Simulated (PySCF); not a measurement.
Q: What does the PBE0-D3(BJ)/def2-SVP structure of `B[C@H]([GeH3])CF` look like in three dimensions?

A: 
```
atom  x, y, z in Å
B1    -0.7878   -1.3785   -0.0970
C2    -0.3471    0.0141   -0.5553
Ge3    1.5083   -0.2135    0.2220
C4    -0.9746    1.2440    0.0457
F5    -0.1402    2.3412   -0.0558
H6    -0.6144   -2.3440   -0.8028
H7    -1.2404   -1.5359    1.0176
H8    -0.1707    0.1234   -1.6361
H9     2.5095    0.3296   -0.8035
H10    1.5711    0.5442    1.5528
H11    1.8128   -1.7035    0.4792
H12   -1.2104    1.0861    1.1119
H13   -1.9112    1.4946   -0.4812
```

Any rigid rotation of these coordinates is as good. Atoms count from 1 in this order. Ge3 (germanium bonded to C and 3 H) is tetrahedral (angles from 107.6° to 112.3°). B1 (three-coordinate boron) is planar (angles 120.7°, 120.0° and 119.1°, sum 359.8°, 0.03 Å off the plane of its three neighbours).

Bonds between heavy atoms (Å): B1–C2 1.531, C2–Ge3 2.024, C2–C4 1.506, C4–F5 1.382.

Theory: PBE0-D3(BJ)/def2-SVP geometry optimisation, gas phase (PySCF 2.14.0).

Point group: C1 (no symmetry element, even within 0.4 Å). Not checked by PBE0-D3(BJ)/def2-SVP frequencies. One conformer, not necessarily the lowest (H–B1–C2–Ge3 -89° and 87°, B1–C2–C4–F5 156°).

The run took 93 s wall on one thread, Arm Neoverse V2 (aarch64) (shared host), and the process peaked at 0.55 GiB of memory. This is the geometry optimisation.
